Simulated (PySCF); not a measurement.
CH₆BClGeO, SMILES CO[B](Cl)[GeH3].

Geometry optimised at PBE-D3(BJ)/def2-SVP. Other conformers were not sampled.

Two levels are set side by side: PBE/def2-TZVP (PySCF) and r2SCAN/def2-TZVP (PySCF). Same geometry, gas phase. Differences are taken from unrounded values.

| quantity | r2SCAN |
|---|---|
| orbital gap (eV) | 5.40 |
| highest occupied level (eV) | -7.10 |
| lowest empty level (eV) | -1.70 |
| dipole moment (D) | 2.45 |
| mean polarisability (bohr³) | 76.6 |

**Question.** What does PBE give, and how far is it from r2SCAN? (Estimate from the structure and the level; the computed values follow.)

**Answer.** 
```csv
quantity,PBE,PBE minus r2SCAN
orbital gap (eV),4.89,-0.51
highest occupied level (eV),-6.81,0.29
lowest empty level (eV),-1.91,-0.22
dipole moment (D),2.38,-0.07
mean polarisability (bohr³),78.7,2.1
```

Rough cost on one machine, each run with all the roots and properties that it gave: r2SCAN against PBE about 3 times.
